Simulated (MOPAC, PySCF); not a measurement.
C₃H₈Si, SMILES `C1C[SiH2]C1`, neutral singlet in the gas phase. 

Cartesian coordinates (Å):
SMILES: C1C[SiH2]C1
```xyz
12

C     -1.0495    -0.0172    -0.2342
C     -0.1098     1.2081    -0.0660
Si     1.3013    -0.0401    -0.0348
C     -0.1704    -1.1421     0.3776
H     -2.0353     0.0951     0.2259
H     -1.2086    -0.2139    -1.2980
H     -0.1801     1.9805    -0.8303
H     -0.2451     1.6720     0.9144
H      2.4317     0.1120     0.9252
H      1.8715    -0.3096    -1.3847
H     -0.2862    -2.1353    -0.0534
H     -0.3194    -1.2096     1.4584
```
Charge 0, multiplicity 1.

All levels are single points at this geometry (PBE0-D3(BJ)/def2-TZVP); Pople sets use spherical d functions. Orbital energies aren't observables, and empty levels follow the basis.

HF/6-31G* in PySCF gives HOMO (eV) = -10.76.

Task: Estimate the HOMO (eV) from each of these levels: PBE-D3(BJ)/def2-TZVP in PySCF; PBE0-D3(BJ)/def2-TZVP in PySCF; B3LYP/3-21G in PySCF; B3LYP/6-31G* in PySCF; B3LYP/LANL2DZ in PySCF; M06-2X/6-31G* in PySCF; PBE/6-31G* in PySCF; PM7 in MOPAC.

Result: 
| level | HOMO (eV) |
|---|---|
| PBE-D3(BJ)/def2-TZVP in PySCF | -6.59 |
| PBE0-D3(BJ)/def2-TZVP in PySCF | -7.82 |
| B3LYP/3-21G in PySCF | -7.57 |
| B3LYP/6-31G* in PySCF | -7.45 |
| B3LYP/LANL2DZ in PySCF | -7.62 |
| M06-2X/6-31G* in PySCF | -8.84 |
| PBE/6-31G* in PySCF | -6.40 |
| PM7 in MOPAC | -10.50 |
